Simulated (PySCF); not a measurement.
CdH4OSi. Atoms are numbered in the order given.

```xyz
7

Cd    -0.0262     0.9704     0.0000
H     -0.4546     2.5512     0.0000
O      0.5994    -0.9108     0.0000
Si    -0.1396    -2.3749     0.0000
H     -1.0152    -2.5741    -1.2067
H      0.9040    -3.4493     0.0000
H     -1.0152    -2.5741     1.2067
```

The structure is a stationary point at PBE-D3(BJ)/def2-TZVP. The def2 effective core potentials stand for the cores of Cd; spin–orbit coupling is left out.

The numbers are results of PySCF 2.14.0 with C-PCM-PBE0/def2-SVP, not measurements.

The values are the electrostatic part of the solvation free energy, E(continuum) − E(gas) at the gas-phase geometry, in a cavity of scaled van der Waals radii (PySCF's table); cavitation and dispersion terms are not included. A continuum can't describe solvent molecules that bind to the metal. In vacuum the orbital gap is 6.98 eV. The dipole moment in vacuum is 2.27 D.

Computed values in water (ε = 78.36), dichloromethane (ε = 8.93), acetone (ε = 20.49):
```tsv
solvent	ε	ΔG(elec) (kcal/mol)	dipole (D)	gap (eV)
water	78.36	-10.9	2.73	7.61
dichloromethane	8.93	-9.6	2.68	7.55
acetone	20.49	-10.4	2.71	7.59
```
